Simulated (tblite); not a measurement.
C₄H₁₂Si₂.
Atom-mapped SMILES: `[CH3:1][Si@@H:2]1[CH2:3][CH2:4][CH2:5][SiH2:6]1` (hydrogens: H7, H8, H9 on C1; H10 on Si2; H11, H12 on C3; H13, H14 on C4; H15, H16 on C5; H17, H18 on Si6)

Computed with GFN2-xTB (tblite), gas phase: L-BFGS steps from a force-field or distance-geometry start until the largest atomic force falls under 0.01 eV/Å.

Step 0: E = -492.3245 eV
```
atom  x, y, z in Å  |  force x, y, z in eV/Å
C1      2.5904    0.0972    0.0815    1.721   0.441   0.170
Si2     0.8930    0.1366   -0.6656    0.264  -0.473   0.192
C3     -0.2584    1.3300    0.2157   -0.026   0.582  -0.699
C4     -1.5982    0.7436   -0.1701   -0.621   0.148   0.418
C5     -1.7746   -0.5753    0.5619   -0.528  -0.718  -0.522
Si6    -0.3629   -1.6491   -0.0798    0.555  -0.598   0.292
H7      2.6522    0.5182    1.1004   -0.139  -0.307  -0.503
H8      3.0200   -0.9249    0.1105   -0.207   0.796  -0.105
H9      3.2400    0.7507   -0.5483   -0.191  -0.682   0.551
H10     0.8697    0.3693   -2.0889    0.169   0.315  -0.562
H11    -0.1078    1.3250    1.2985   -0.123   0.455  -0.280
H12    -0.1925    2.3166   -0.2587    0.088   0.110   0.729
H13    -1.5624    0.5502   -1.2544   -0.448   0.161   0.256
H14    -2.4431    1.4173    0.0414    0.191  -0.031  -0.041
H15    -1.7539   -0.4900    1.6527   -0.255   0.213  -0.308
H16    -2.7089   -1.0488    0.2258   -0.039   0.270   0.520
H17    -0.7621   -2.4310   -1.2300   -0.239  -0.404  -0.096
H18     0.2507   -2.4292    0.9958   -0.172  -0.277  -0.013
```

Task: Estimate the geometry and energy of step 1. (The exact step hangs on the optimiser's Hessian estimate; all steps are aligned on step 0, rigid shifts and turns removed.)

Result: E = -492.4401 eV, largest force 0.643 eV/Å
```
atom  x, y, z in Å  |  force x, y, z in eV/Å
C1      2.6150    0.1034    0.0839    0.539   0.178   0.031
Si2     0.8968    0.1299   -0.6629    0.474  -0.266   0.108
C3     -0.2587    1.3383    0.2057   -0.097   0.007  -0.244
C4     -1.6071    0.7457   -0.1641   -0.175  -0.097   0.107
C5     -1.7821   -0.5856    0.5545   -0.010  -0.304  -0.194
Si6    -0.3550   -1.6576   -0.0756    0.275  -0.449   0.091
H7      2.6502    0.5139    1.0932   -0.034  -0.133  -0.138
H8      3.0171   -0.9136    0.1090    0.036   0.416  -0.072
H9      3.2373    0.7409   -0.5405    0.290  -0.231   0.164
H10     0.8721    0.3738   -2.0970    0.175   0.248  -0.322
H11    -0.1095    1.3315    1.2945   -0.112   0.431  -0.403
H12    -0.1913    2.3182   -0.2483    0.082   0.435   0.467
H13    -1.5688    0.5525   -1.2507   -0.466   0.173   0.275
H14    -2.4403    1.4169    0.0408   -0.062   0.128   0.073
H15    -1.7576   -0.4870    1.6483   -0.240   0.134  -0.381
H16    -2.7095   -1.0449    0.2333   -0.396   0.047   0.329
H17    -0.7655   -2.4368   -1.2313   -0.183  -0.345  -0.009
H18     0.2482   -2.4331    0.9956   -0.098  -0.371   0.119
```

The energy changes by -0.1156 eV. The first-order estimate −F·Δx gives -0.1587 eV and the mean of the old and new forces, exact on a quadratic surface, -0.1152 eV. The step makes an angle of 0° with the force vector and moves no atom by more than 0.025 Å.

What follows is the cost of the whole relaxation. The run took 1.2 s of wall time on Arm Neoverse N1, one thread (shared host).
